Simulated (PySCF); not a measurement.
## Nuclear quadrupole coupling in `CC#C[SiH2][N-][SiH3]`

Species: C3H8NSi2 (charge -1).
Structure used (PBE0-D3(BJ)/def2-SVP), in Å, numbered top down from 1:
```
atom  x, y, z in Å
C1     3.194    0.794   -0.334
C2     1.983    0.020   -0.103
C3     0.958   -0.616    0.089
Si4   -0.652   -1.558    0.377
N5    -2.049   -0.761    0.049
Si6   -2.986    0.585    0.251
H7     3.398    0.916   -1.411
H8     3.115    1.805    0.100
H9     4.079    0.313    0.115
H10   -0.441   -2.069    1.797
H11   -0.432   -2.800   -0.467
H12   -2.402    1.927   -0.185
H13   -3.471    0.902    1.667
H14   -4.296    0.539   -0.524
```

Field gradients from the PBE0/pcSseg-1 density (PySCF, non-relativistic), principal values in atomic units, ordered |Vxx| ≤ |Vyy| ≤ |Vzz|:

```json
{"atom": "N5", "Vxx": "-0.1802", "Vyy": "-0.2736", "Vzz": "0.4538"}
```

Question: Find the asymmetry η = (Vxx − Vyy)/Vzz and the couplings χ = eQV/h (234.96 MHz × Q in barn × V in au), with Q(14N) = 0.02044 b.

Answer: 
| atom | environment | nucleus | η | χzz (MHz) | χxx (MHz) | χyy (MHz) |
| --- | --- | --- | --- | --- | --- | --- |
| N5 | nitrogen bonded to 2 Si | 14N | 0.21 | 2.180 | -0.866 | -1.314 |

Question: What is Vzz at N5 in SI units (1 au = 9.71736 × 10²¹ V/m²)?

Answer: 0.4538 au = 4.410 × 10²¹ V/m².

Question: What couplings would deuterons (Q(2H) = 0.00286 b) have in place of the hydrogens, at this geometry?

Answer: 
| atom | bonded to | bond length (Å) | Vzz (au) | η | χzz (kHz) |
| --- | --- | --- | --- | --- | --- |
| H7 | C1 | 1.103 | 0.2891 | 0.02 | 194 |
| H8 | C1 | 1.103 | 0.2889 | 0.02 | 194 |
| H9 | C1 | 1.104 | 0.2892 | 0.02 | 194 |
| H10 | Si4 | 1.524 | 0.1271 | 0.01 | 85 |
| H11 | Si4 | 1.517 | 0.1312 | 0.01 | 88 |
| H12 | Si6 | 1.527 | 0.1266 | 0.00 | 85 |
| H13 | Si6 | 1.530 | 0.1253 | 0.00 | 84 |
| H14 | Si6 | 1.523 | 0.1296 | 0.00 | 87 |

Geometry: PBE0-D3(BJ)/def2-SVP, one conformer, isolated ion. The pcSseg-1 basis has no diffuse functions, a weakness for an anion. The basis is small and wasn't made for field gradients, so the couplings can be 20 % off.
